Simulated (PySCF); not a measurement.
Compound: C2H13NOSi3.
Atom-mapped SMILES: `[CH3:1][N:2]([CH3:3])[SiH2:4][SiH2:5][O:6][SiH3:7]`

Geometry (PBE0-D3(BJ)/def2-SVP, Å), atoms numbered from 1 in this order:
```xyz
20
C2H13NOSi3 angstrom
C     -2.3375    1.1434   -0.0474
N     -1.9501   -0.2400   -0.1562
C     -3.0608   -1.1489   -0.2838
Si    -0.3709   -0.7874    0.3268
Si     1.2770    0.6692   -0.4922
O      2.7392   -0.0224   -0.0983
Si     4.3916    0.0397   -0.1571
H     -1.4548    1.7992    0.0165
H     -2.9602    1.3475    0.8477
H     -2.9214    1.4637   -0.9311
H     -3.6791   -0.8934   -1.1651
H     -2.7056   -2.1814   -0.4184
H     -3.7308   -1.1369    0.6005
H     -0.1720   -2.1486   -0.2607
H     -0.1625   -0.9259    1.8137
H      1.1869    2.0396    0.1113
H      1.1687    0.8396   -1.9771
H      4.9325    0.3037    1.2086
H      4.9138   -1.2689   -0.6461
H      4.8463    1.1255   -1.0802
```

A calculation gives these core lines: C 1s: 291.53 eV; N 1s: 404.23 eV; O 1s: 537.67 eV; Si 1s: 1846.14 (area 1), 1846.81 (area 1), 1847.36 (area 1) eV; Si 2p3/2: 106.36 (area 1), 106.93 (area 1), 107.44 (area 1) eV.

Computed, not measured: delta-SCF UKS SCAN, pcX-2 on the ionised atom, pcseg-1 elsewhere, spin-free X2C in PySCF. Isolated species at its PBE0-D3(BJ)/def2-SVP geometry (one conformer only).

(1) Which silicon gives which Si 1s line?

(2) Order the silicon atoms by Si 2p3/2 binding energy.

Answers

(1) 1846.14 eV: Si4 (SiH2 silicon); 1846.81 eV: Si5 (oxygen-bound silicon); 1847.36 eV: Si7 (oxygen-bound silicon). The listed Si 1s values span 1.22 eV, from Si4 (bonded to N, 2 H and Si) to Si7 (bonded to O and 3 H). Summing the Pauling electronegativity differences to the bonded atoms, each weighted by its formal bond order, gives +1.74 for the lowest site and +2.44 for the highest; no listed site has a larger sum than the highest.

(2) 106.36 eV: Si4 (SiH2 silicon); 106.93 eV: Si5 (oxygen-bound silicon); 107.44 eV: Si7 (oxygen-bound silicon). The listed Si 2p3/2 values span 1.08 eV, from Si4 (bonded to N, 2 H and Si) to Si7 (bonded to O and 3 H). Summing the Pauling electronegativity differences to the bonded atoms, each weighted by its formal bond order, gives +1.74 for the lowest site and +2.44 for the highest; no listed site has a larger sum than the highest.

Bonded neighbours of each site: C1/C3: N and 3 H; N2: 2 C and Si; Si4: N, 2 H and Si; Si5: O, 2 H and Si; O6: 2 Si; Si7: O and 3 H.

**Question.** Express the binding energy of Si 1s of Si7 in atomic units and per mole.

**Answer.** 1847.36 eV = 67.8892 Eh = 178243 kJ/mol.

One atom of each set of topologically equivalent atoms was ionised and stands for the set; in this conformer not all members are related by symmetry, and their own values weren't computed. The 2p values aren't plain energy differences: one relaxed spin-free 2p hole is combined with a matrix within the shell (ground-state 2p orbital-energy differences and spin–orbit coupling). 2p3/2, the mean of its two sublevels, lies a third of the splitting below the shell's mean and 2p1/2 two thirds above it; the statistical areas are 2:1. 2p1/2 minus 2p3/2 (ligand field included): Si 0.62 eV.

The run took 4.4 min wall on an Arm Neoverse N1 with one thread, shared host with 64 logical CPUs at a one-minute load of 62, and the process peaked at 0.71 GiB of memory.
